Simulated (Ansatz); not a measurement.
Level of theory: frozen-core CCSD(T)/def2-TZVPP // PBE-D3(BJ)/def2-SVP (Ansatz, a quantum-chemistry and plane-wave program).

Ansatz 0.2 input:
```yaml
crystal:
  periodic: [false, false, false]
  atoms:
    - { symbol: Zn, position_ang: [0.052693, -0.055995, -0.02395] }
    - { symbol: N, position_ang: [-0.586216, -0.451537, 1.643726] }
    - { symbol: H, position_ang: [0.118403, -0.569052, 2.382881] }
    - { symbol: H, position_ang: [-1.207143, -1.268093, 1.709441] }
    - { symbol: H, position_ang: [0.515449, 0.402513, -1.410067] }
basis:
  gaussian: { orbitals: def2-TZVPP }
correlation:
  method: ccsd_t
```

Output:

```
Functional definition: HF
877 factors; integrals over basis functions are off by at most 8.3e-4 eV
mean field evaluation 1: about -49902.4238 eV, gradient 3.9e1 eV
mean field evaluation 2: about -49902.6228 eV, gradient 3.9e1 eV
mean field evaluation 4: about -49905.8588 eV, gradient 3.9e0 eV
mean field evaluation 8: about -49905.8946 eV, gradient 4.0e-1 eV
mean field evaluation 16: about -49902.4239 eV, gradient 3.9e1 eV
mean field -49905.89500064 eV, -1834.0078138430 hartree, gradient 1.8e-6 eV, S^2 0.000000; 0 other end points of the search recorded, 0 dependent functions left out
6 core orbitals not correlated
reference -49905.89500064 eV, -1834.0078138430 hartree; 14, 14 occupied and 117, 117 virtual orbitals, 877 factors
second order -29.21749161 eV of doubles, -0.00000000 eV of singles
cycle   1  -25.92970015 eV  change     3.3e0 eV  update   1.5e-1
cycle   2  -27.07210907 eV  change    -1.1e0 eV  update   7.6e-2
cycle   3  -27.30970894 eV  change   -2.4e-1 eV  update   2.3e-2
cycle   4  -27.25593875 eV  change    5.4e-2 eV  update   9.2e-3
cycle   5  -27.23766268 eV  change    1.8e-2 eV  update   3.3e-3
cycle   6  -27.24143429 eV  change   -3.8e-3 eV  update   1.3e-3
cycle   7  -27.24175461 eV  change   -3.2e-4 eV  update   5.0e-4
cycle   8  -27.24080512 eV  change    9.5e-4 eV  update   1.8e-4
cycle   9  -27.24096699 eV  change   -1.6e-4 eV  update   7.1e-5
cycle  10  -27.24107091 eV  change   -1.0e-4 eV  update   2.6e-5
cycle  11  -27.24100317 eV  change    6.8e-5 eV  update   1.5e-5
cycle  12  -27.24099055 eV  change    1.3e-5 eV  update   7.5e-6
perturbative correction -0.72650001 eV, -0.0266983829 hartree
Total energy: -49933.86249120 eV, -1835.0356001640 hartree
```

Cost: roughly 24 core-seconds.
